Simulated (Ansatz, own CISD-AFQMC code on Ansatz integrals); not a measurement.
C2H2Si, SMILES `C#C[SiH]` (charge 0, multiplicity 1).

Cartesian coordinates (Å):
```xyz
5

C     -1.2644    -0.3654     0.3814
C     -0.0709    -0.2011     0.2319
Si     1.7365    -0.1892    -0.0769
H     -2.3120    -0.4930     0.5183
H      1.9109     1.2487     0.3897
```
Charge 0, spin multiplicity 1.

Frozen-core energies in cc-pVDZ from Ansatz (a program for electronic structure) at a geometry from B3LYP-D3(BJ)/def2-TZVP; the HF reference has <S^2> = 0.00 (restricted, and unstable towards unrestricted orbitals) and the T1 diagnostic is 0.015.

```csv
level,energy (Ha)
HF,-365.71782
MP2,-366.04547
CCSD,-366.07678
CCSD(T),-366.09242
```

Problem. Estimate the energies of CCSDT, CCSDT(Q), phaseless AFQMC, CISD trial (own CISD-AFQMC code on Ansatz integrals; ±0.40 mHa) and CCSDTQ, and give each level's difference from CCSDTQ.

Solution. 
```json
[
 {"level": "MP2", "energy (Ha)": "-366.04547", "difference from CCSDTQ (mHa)": "49.09"},
 {"level": "CCSD", "energy (Ha)": "-366.07678", "difference from CCSDTQ (mHa)": "17.78"},
 {"level": "CCSD(T)", "energy (Ha)": "-366.09242", "difference from CCSDTQ (mHa)": "2.14"},
 {"level": "CCSDT", "energy (Ha)": "-366.09321", "difference from CCSDTQ (mHa)": "1.35"},
 {"level": "CCSDT(Q)", "energy (Ha)": "-366.09471", "difference from CCSDTQ (mHa)": "-0.15"},
 {"level": "phaseless AFQMC, CISD trial (own CISD-AFQMC code on Ansatz integrals; ±0.40 mHa)", "energy (Ha)": "-366.09484", "difference from CCSDTQ (mHa)": "-0.28"},
 {"level": "CCSDTQ", "energy (Ha)": "-366.09456", "difference from CCSDTQ (mHa)": "0.00"}
]
```
